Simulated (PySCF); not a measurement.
A PySCF script (with the pyscf-properties extension) for the NMR shieldings of `[n+]1([BH3-])cccc(OC)c1`, C$_{6}$H$_{10}$BNO, on a GFN2-xTB geometry:

```python
import basis_set_exchange as bse
import numpy as np
from pyscf import gto, dft
from pyscf.prop import nmr

atoms = """
B    -2.767473   -1.169501   -0.659619
N    -1.474346   -0.334773   -0.403807
C    -1.529927    0.996758   -0.476207
C    -0.420139    1.786069   -0.276692
C     0.806523    1.199775    0.010888
C     0.860826   -0.188712    0.092160
O     1.961534   -0.922432    0.366318
C     3.178731   -0.250031    0.601494
C    -0.317802   -0.910965   -0.125576
H    -3.579342   -0.772666    0.122384
H    -3.104838   -0.911272   -1.777607
H    -2.511324   -2.322727   -0.514439
H    -2.497395    1.416014   -0.701888
H    -0.501655    2.859377   -0.342639
H     1.677901    1.815328    0.163735
H     3.909831   -1.031072    0.801486
H     3.108141    0.412289    1.469597
H     3.492578    0.325503   -0.274466
H    -0.301628   -1.987714   -0.067420
"""
names = dict.fromkeys(["B", "N", "C", "O", "H"], "pcSseg-1")
basis = {el: gto.basis.parse(bse.get_basis(n, elements=[el], fmt="nwchem")) for el, n in names.items()}
mol = gto.M(atom=atoms, basis=basis, charge=0, verbose=0)
mf = dft.RKS(mol, xc="PBE0")
mf.grids.level = 2
mf.grids.alignment = dft.numint.BLKSIZE   # the property module wants whole blocks of grid points
mf.conv_tol = 1e-9
mf.kernel()

calc = nmr.RKS(mf)   # GIAO
C = mf.mo_coeff
Co = C[:, mf.mo_occ > 0]
resp = mf.gen_response(singlet=True, hermi=2)
def vind(x):   # induced exchange potential for any number of trial vectors
    d = np.einsum("pi,xij,qj->xpq", C, 2 * x.reshape(-1, C.shape[1], Co.shape[1]), Co, optimize=True)
    return np.einsum("xpq,pi,qj->xij", resp(d - d.transpose(0, 2, 1)), C, Co, optimize=True).ravel()
mo1, _ = nmr.rhf.solve_mo1(calc, with_cphf=vind)
sigma = calc.kernel(mo1)
for i, s in enumerate(sigma):   # ppm
    w = np.linalg.eigvalsh((s + s.T) / 2)
    print("%2d %-2s iso %8.1f  s11 %8.1f  s22 %8.1f  s33 %8.1f" % (i, mol.atom_pure_symbol(i), w.mean(), *w))
```

**Question.** What does it print?

**Answer.** 
```
 0 B  iso    120.4  s11     95.6  s22    112.2  s33    153.5
 1 N  iso    -26.4  s11   -175.3  s22   -155.5  s33    251.7
 2 C  iso     41.2  s11    -52.3  s22     29.0  s33    147.0
 3 C  iso     57.1  s11    -53.1  s22     48.5  s33    175.7
 4 C  iso     66.1  s11    -25.2  s22     37.4  s33    186.1
 5 C  iso     22.7  s11    -58.9  s22      9.9  s33    116.9
 6 O  iso    229.0  s11    118.6  s22    269.6  s33    298.7
 7 C  iso    130.5  s11    102.0  s22    110.8  s33    178.6
 8 C  iso     41.6  s11    -39.1  s22     33.7  s33    130.3
 9 H  iso     28.6  s11     24.9  s22     27.7  s33     33.0
10 H  iso     28.5  s11     25.0  s22     27.5  s33     33.1
11 H  iso     29.2  s11     25.4  s22     29.1  s33     33.1
12 H  iso     23.2  s11     18.5  s22     22.7  s33     28.2
13 H  iso     24.3  s11     21.1  s22     24.3  s33     27.5
14 H  iso     24.7  s11     20.9  s22     23.9  s33     29.2
15 H  iso     27.2  s11     22.8  s22     25.9  s33     33.0
16 H  iso     28.0  s11     24.6  s22     25.5  s33     33.7
17 H  iso     28.0  s11     24.6  s22     25.5  s33     33.7
18 H  iso     22.9  s11     18.1  s22     21.8  s33     29.0
```

These numbers come from an equivalent density-fitted implementation of the same equations, which agrees with the script to about 0.01 ppm for H and up to a few tenths of a ppm for heavy atoms, so last digits may differ.

Size and cost of the density-fitted run: 203 basis functions, 53 s wall time on 1 thread of an Arm Neoverse N1, shared host.
